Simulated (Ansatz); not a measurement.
`C=[C](C)[GeH2][F]` + `CC(=O)O[SiH3]` → `[F][GeH2][O][SiH3]` + `C=C(C)C(C)=O`  (formal exchange of groups at a Ge–C bond)

Gas-phase electronic energies from Ansatz, PBE0-D4/def2-TZVP geometries. CCSD(T)/CBS adds triple-zeta CCSD(T) − MP2 to the extrapolated MP2 energy (def2 sets, frozen cores). Functionals use def2-TZVPP. B3LYP here is the variant with VWN-RPA as its local correlation; programs differ in this. For Ge outer-core shells are correlated without core-valence functions, which leaves a few kJ/mol of doubt a bond. Scalar relativity is left out up to krypton. One conformer a species, not always the lowest.

```tsv
level	ΔE (kJ/mol)	difference from CCSD(T)/CBS
PBE0-D4	-30.7	10.4
B3LYP-D4	-37.8	3.3
B2PLYP	-40.4	0.7
r2SCAN	-34.5	6.6
PBE0	-30.3	10.8
HF/def2-TZVPP	-47.4	-6.3
CCSD/def2-TZVPP	-41.5	-0.4
CCSD(T)/def2-TZVPP	-40.5	0.6
SCS-MP2/def2-QZVPP	-47.8	-6.7
CCSD/CBS(def2)	-42.1	-1.0
CCSD(T)/CBS	-41.1	0
```

Largest T1 diagnostic among the species: 0.014.

In def2-TZVPP, CCSD(T) changes the Hartree–Fock value by +6.8 kJ/mol (the triples alone add +1.0 kJ/mol) and MP2 by +4.1 kJ/mol. From PBE to PBE0 (25 % exact exchange), in def2-TZVPP and without D4, ΔE moves by −4.0 kJ/mol.
